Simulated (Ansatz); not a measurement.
Gas-phase reaction (SMILES): [O]=[Ge]([Cl])[Cl] + H+ → [OH+]=[Ge]([Cl])[Cl]; protonation at O, whose ΔH is minus the proton affinity.

Geometries: B3LYP-D3(BJ)/def2-TZVP minima from Ansatz (a first-principles code). Correlated levels leave the core frozen unless marked. No spin-orbit coupling. The frozen core is the preceding noble-gas configuration, with the filled d and f shells of earlier blocks. Non-relativistic. Basis-set limits of correlation are two-point, X^-3; Hartree-Fock from the larger set. Thermal terms are rigid-rotor harmonic-oscillator values from B3LYP-D3(BJ) frequencies (Ansatz) at 298.15 K and 1 atm. 1 Eh = 627.5095 kcal/mol. The proton has no electrons: its energy is zero and its thermal terms are those of translation.

```json
[
 {"species": "[O]=[Ge]([Cl])[Cl]", "E, CCSD(T)/CBS(def2-TZVPP,def2-QZVPP) (Ansatz) (Eh)": "-3070.30140", "E, PBE/def2-TZVPD (Ansatz) (Eh)": "-3071.99374", "H - E (Eh)": "0.01157", "G - E (Eh)": "-0.02462"},
 {"species": "H+", "E, CCSD(T)/CBS(def2-TZVPP,def2-QZVPP) (Ansatz) (Eh)": "0.00000", "E, PBE/def2-TZVPD (Ansatz) (Eh)": "0.00000", "H - E (Eh)": "0.00236", "G - E (Eh)": "-0.01000"},
 {"species": "[OH+]=[Ge]([Cl])[Cl]", "E, CCSD(T)/CBS(def2-TZVPP,def2-QZVPP) (Ansatz) (Eh)": "-3070.63159", "E, PBE/def2-TZVPD (Ansatz) (Eh)": "-3072.31644", "H - E (Eh)": "0.02327", "G - E (Eh)": "-0.01411"}
]
```

Task: Work out ΔE and ΔH, ΔG, ΔS and the equilibrium constant at 298.15 K at the first level, then ΔH at the second.

Result: 
1. ΔE = [(-3070.63159)] - [(-3070.30140) + (0.00000)] = -0.33019 Eh = -207.2 kcal/mol at CCSD(T)/CBS(def2-TZVPP,def2-QZVPP).
2. The terms H - E add up to 0.00934 Eh, so ΔH = (-0.33019 + (0.00934))×627.5095 = -201.3 kcal/mol.
3. The terms G - E add up to 0.02051 Eh, so ΔG = -194.3 kcal/mol, and ΔS = (0.00934 - (0.02051))×627509.5/298.15 = -23.5 cal/(mol K).
4. log10 K = -ΔG/(RT ln 10) = 142.4, with RT ln 10 = 1.3642 kcal/mol.
5. At PBE/def2-TZVPD the same steps give ΔE = -202.5 and ΔH = -196.6 kcal/mol, a shift of +4.7 from the first level.
6. These values are not checked against measurement here, since the tables used lack a sound gas-phase enthalpy of formation for at least one species, or one in the same ion convention.
